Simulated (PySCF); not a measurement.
## Eu4S4 at several levels of theory

Computed with PySCF 2.14.0 (density fitting, no spin-orbit coupling) at the geometry relaxed with B3LYP:

```xyz
8
Eu4S4 (singlet in the valence; each metal's 4f electrons, 7 of them, lie in its core potential, out of spins and levels)
Eu    1.3980    1.3980    1.3980
Eu    1.3980   -1.3980   -1.3980
Eu   -1.3980    1.3980   -1.3980
Eu   -1.3980   -1.3980    1.3980
S     1.4567    1.4567   -1.4567
S     1.4567   -1.4567    1.4567
S    -1.4567    1.4567    1.4567
S    -1.4567   -1.4567   -1.4567
```

| level | basis | state | HOMO (eV) | gap (eV) | charge on Eu1 (e) | population of f-type functions on Eu1 (polarisation alone where 4f lies in the core) | dipole about the centre of mass (D) | largest force component (eV/Å) |
| --- | --- | --- | --- | --- | --- | --- | --- | --- |
| B3LYP | Eu lcecp-0-SVP with ECP53, S def2-SVP | singlet | – | – | 0.60 | 0.01 | 0.00 | 0.00 |
| wB97X | the same | singlet | – | – | 0.68 | 0.02 | 0.00 | 0.07 |
| PBE0 | the same | singlet | – | – | 0.64 | 0.01 | 0.00 | 0.14 |
| BLYP | the same | singlet | – | – | 0.52 | 0.01 | 0.00 | 0.08 |
| B3LYP | Eu lcecp-0-TZVP with ECP53, S def2-TZVP | singlet | – | – | 0.98 | 0.02 | 0.00 | 0.08 |

In the lcecp rows the 4f levels are missing from HOMO and gap, and the state counts the valence alone.

Charges are Mulliken's, which hang on the basis. The relaxation used the grid (50, 194), these runs (75, 302) or, all-electron (x2c bases, spin-free X2C Hamiltonian), (99, 590).

Q: What does CAM-B3LYP with Eu lcecp-0-SVP with ECP53, S def2-SVP give here?

A: state singlet, charge on Eu1 (e) 0.63, population of f-type functions on Eu1 (polarisation alone where 4f lies in the core) 0.02, dipole about the centre of mass (D) 0.00, largest force component (eV/Å) 0.08. Time: 34 s on 4 threads of AMD EPYC 7R43 64-Core Processor (Zen 3) (shared host), from an already converged density.

An lcecp potential fixes the number of 4f electrons, so in runs with it no electron can move into or out of that shell.
